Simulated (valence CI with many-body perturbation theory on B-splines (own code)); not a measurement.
Dy⁶¹⁺: electric-dipole lines

Level of theory: relativistic CI+MBPT: three valence electrons over a frozen Dirac-Fock core [He], radial functions for each j: 11 s, 11 p, 10 d, 8 f, 5 g, 2 h, with the one-electron correlation potential Σ1 (screened to all orders), the two-electron term Σ2, the three-electron term Σ3, Breit, model QED; selected single and double excitations, second order for the rest, scaled by the run's own slope (own B-spline code, finite nucleus).

The last digits are not significant, and no measured levels were compared; by estimate large intervals hold to a few tenths of a per cent, small ones and those within an open d or f shell to about a per cent.

Lines 1 to 50 of 576 in falling wavelength, among levels below 868.19 Ry, chosen from the strongest by gf and those to the six lowest levels. Wavelengths and rates use the calculated energies. Electric multipoles are in the length gauge with retardation, E1 and E2 with the static RPA response of the core. Weak lines are less certain than strong ones. Lines between different terms over intervals too small for the method are left out, as are lines whose strength nearly cancels. The highest levels of a list are the least certain.

Levels are named by their leading jj configuration (3d3/2^4 stands for four electrons in 3d with j = 3/2), which in mixed levels can hold well under half, so a name can repeat and another be missing. Letters in brackets count levels of one name in rising energy.

| λ vac (nm) | Upper | Lower | A (s⁻¹) | log gf | Branch % |
| --- | --- | --- | --- | --- | --- |
| 58.03 | (2p1/2^2 4f7/2) J=7/2 | (2p1/2^2 4d5/2) J=5/2 | 2.91e+08 | -0.93 | 0.0 |
| 56.01 | (2s 2p1/2 4f7/2) J=5/2 | (2s 2p1/2 4d5/2) J=3/2 | 2.86e+08 | -1.09 | 0.0 |
| 54.77 | (2s 2p1/2 4f7/2) J=7/2 [b] | (2s 2p1/2 4d5/2) J=5/2 [b] | 3.14e+08 | -0.95 | 0.0 |
| 53.83 | (2s 2p1/2 4f7/2) J=7/2 [a] | (2s 2p1/2 4d5/2) J=5/2 [a] | 3.03e+08 | -0.98 | 0.0 |
| 50.04 | (2s 2p1/2 4f7/2) J=9/2 | (2s 2p1/2 4d5/2) J=7/2 | 4.50e+08 | -0.77 | 0.0 |
| 47.45 | (2s^2 4f7/2) J=7/2 | (2s^2 4d5/2) J=5/2 | 5.26e+08 | -0.85 | 0.0 |
| 31.37 | (2s 2p1/2 4f5/2) J=5/2 [b] | (2s 2p1/2 4d3/2) J=3/2 [b] | 1.38e+09 | -0.91 | 0.0 |
| 30.37 | (2p1/2^2 4f5/2) J=5/2 | (2p1/2^2 4d3/2) J=3/2 | 1.89e+09 | -0.80 | 0.0 |
| 29.27 | (2s^2 4f5/2) J=5/2 | (2s^2 4d3/2) J=3/2 | 2.07e+09 | -0.80 | 0.0 |
| 29.23 | (2s 2p1/2 4f5/2) J=5/2 [a] | (2s 2p1/2 4d3/2) J=3/2 [a] | 2.06e+09 | -0.80 | 0.0 |
| 27.86 | (2s 2p1/2 4f5/2) J=7/2 | (2s 2p1/2 4d3/2) J=5/2 | 2.04e+09 | -0.72 | 0.0 |
| 24.99 | (2s 2p1/2 4d5/2) J=7/2 | (2s 2p1/2 4p3/2) J=5/2 | 5.68e+09 | -0.37 | 0.0 |
| 24.66 | (2p1/2^2 4d5/2) J=5/2 | (2p1/2^2 4p3/2) J=3/2 | 6.04e+09 | -0.48 | 0.0 |
| 24.05 | (2s 2p1/2 4d5/2) J=5/2 [a] | (2s 2p1/2 4p3/2) J=3/2 [a] | 5.52e+09 | -0.54 | 0.0 |
| 23.95 | (2s 2p1/2 4d5/2) J=5/2 [b] | (2s 2p1/2 4p3/2) J=3/2 [b] | 5.55e+09 | -0.54 | 0.0 |
| 23.74 | (2s^2 4d5/2) J=5/2 | (2s^2 4p3/2) J=3/2 | 6.38e+09 | -0.49 | 0.0 |
| 23.03 | (2s 2p1/2 4d5/2) J=3/2 | (2s 2p1/2 4p3/2) J=1/2 | 5.53e+09 | -0.75 | 0.0 |
| 11.09 | (2p3/2^2 3d5/2) J=5/2 [a] | (2p3/2^2 3p3/2) J=3/2 [a] | 9.33e+09 | -0.99 | 0.0 |
| 10.53 | (2s 2p3/2 3d5/2) J=9/2 | (2s 2p3/2 3p3/2) J=7/2 | 1.71e+10 | -0.55 | 23.8 |
| 10.49 | (2p1/2 2p3/2 3d5/2) J=9/2 | (2p1/2 2p3/2 3p3/2) J=7/2 | 1.98e+10 | -0.49 | 0.3 |
| 10.45 | (2p1/2 2p3/2 3d5/2) J=7/2 [b] | (2p1/2 2p3/2 3p3/2) J=5/2 [b] | 1.62e+10 | -0.67 | 0.0 |
| 10.42 | (2p1/2 2p3/2 3d5/2) J=7/2 [a] | (2p1/2 2p3/2 3p3/2) J=5/2 [a] | 1.77e+10 | -0.64 | 0.0 |
| 10.41 | (2s 2p1/2 3d5/2) J=7/2 | (2s 2p1/2 3p3/2) J=5/2 | 1.86e+10 | -0.62 | 0.0 |
| 10.41 | (2s 2p3/2 3d5/2) J=3/2 [b] | (2s 2p3/2 3p3/2) J=1/2 [b] | 1.16e+10 | -1.12 | 0.0 |
| 10.39 | (2s 2p3/2 3d5/2) J=5/2 [b] | (2s 2p3/2 3p3/2) J=3/2 [b] | 1.22e+10 | -0.93 | 0.0 |
| 10.38 | (2p3/2^2 3d5/2) J=7/2 | (2p3/2^2 3p3/2) J=5/2 | 1.47e+10 | -0.72 | 0.1 |
| 10.38 | (2s 2p3/2 3d5/2) J=7/2 [a] | (2s 2p3/2 3p3/2) J=5/2 [a] | 1.37e+10 | -0.75 | 0.0 |
| 10.35 | (2s 2p3/2 3d5/2) J=7/2 [b] | (2s 2p3/2 3p3/2) J=5/2 [b] | 1.46e+10 | -0.73 | 0.0 |
| 10.31 | (2p3/2^2 3d5/2) J=9/2 | (2p3/2^2 3p3/2) J=7/2 | 1.91e+10 | -0.52 | 0.2 |
| 10.27 | (2p1/2^2 3d5/2) J=5/2 | (2p1/2^2 3p3/2) J=3/2 | 2.09e+10 | -0.70 | 0.0 |
| 10.19 | (2p3/2^2 3d5/2) J=5/2 [b] | (2p3/2^2 3p3/2) J=3/2 [b] | 1.88e+10 | -0.76 | 0.0 |
| 10.15 | (2s^2 3d5/2) J=5/2 | (2s^2 3p3/2) J=3/2 | 1.61e+10 | -0.83 | 0.0 |
| 10.12 | (2s 2p1/2 3d5/2) J=5/2 [a] | (2s 2p1/2 3p3/2) J=3/2 [a] | 1.88e+10 | -0.76 | 0.0 |
| 10.10 | (2s 2p1/2 4d3/2) J=3/2 [b] | (2s 2p1/2 4p1/2) J=1/2 [b] | 3.87e+10 | -0.63 | 0.0 |
| 10.07 | (2p1/2 2p3/2 3d5/2) J=5/2 [b] | (2p1/2 2p3/2 3p3/2) J=3/2 [b] | 1.25e+10 | -0.94 | 0.0 |
| 10.02 | (2s 2p1/2 4d3/2) J=1/2 | (2s 2p1/2 4p1/2) J=1/2 [b] | 6.11e+10 | -0.74 | 0.0 |
| 9.785 | (2s 2p1/2 4d3/2) J=5/2 | (2s 2p1/2 4p1/2) J=3/2 | 6.81e+10 | -0.23 | 0.0 |
| 9.783 | (2p1/2^2 4d3/2) J=3/2 | (2p1/2^2 4p1/2) J=1/2 | 7.98e+10 | -0.34 | 0.0 |
| 9.780 | (2p1/2 2p3/2 3d5/2) J=5/2 [a] | (2p1/2 2p3/2 3p3/2) J=3/2 [a] | 1.61e+10 | -0.86 | 0.0 |
| 9.736 | (2s^2 4d3/2) J=3/2 | (2s^2 4p1/2) J=1/2 | 7.58e+10 | -0.37 | 0.0 |
| 9.723 | (2s 2p1/2 4d3/2) J=3/2 [a] | (2s 2p1/2 4p1/2) J=1/2 [a] | 7.81e+10 | -0.35 | 0.0 |
| 9.718 | (2s 2p1/2 3d5/2) J=5/2 [b] | (2s 2p1/2 3p3/2) J=3/2 [b] | 1.89e+10 | -0.79 | 0.0 |
| 9.709 | (2s 2p3/2 3d5/2) J=5/2 [a] | (2s 2p3/2 3p3/2) J=3/2 [a] | 1.13e+10 | -1.02 | 0.0 |
| 9.468 | (2s 2p1/2 4p3/2) J=1/2 | (2s 2p1/2 4s) J=1/2 [b] | 8.57e+10 | -0.64 | 0.0 |
| 9.418 | (2p1/2 2p3/2 3d5/2) J=3/2 [a] | (2p1/2 2p3/2 3p3/2) J=1/2 [a] | 1.49e+10 | -1.10 | 0.0 |
| 9.371 | (2s 2p1/2 4p3/2) J=3/2 [b] | (2s 2p1/2 4s) J=1/2 [b] | 5.98e+10 | -0.50 | 0.0 |
| 9.362 | (2s 2p1/2 4d3/2) J=3/2 [b] | (2s 2p1/2 4p1/2) J=3/2 | 3.84e+10 | -0.70 | 0.0 |
| 9.305 | (2s 2p1/2 4d5/2) J=5/2 [a] | (2s 2p1/2 4p1/2) J=3/2 | 1.11e+10 | -1.06 | 0.0 |
| 9.201 | (2p1/2^2 4p3/2) J=3/2 | (2p1/2^2 4s) J=1/2 | 1.16e+11 | -0.23 | 0.1 |
| 9.117 | (2s^2 4p3/2) J=3/2 | (2s^2 4s) J=1/2 | 1.06e+11 | -0.28 | 0.2 |
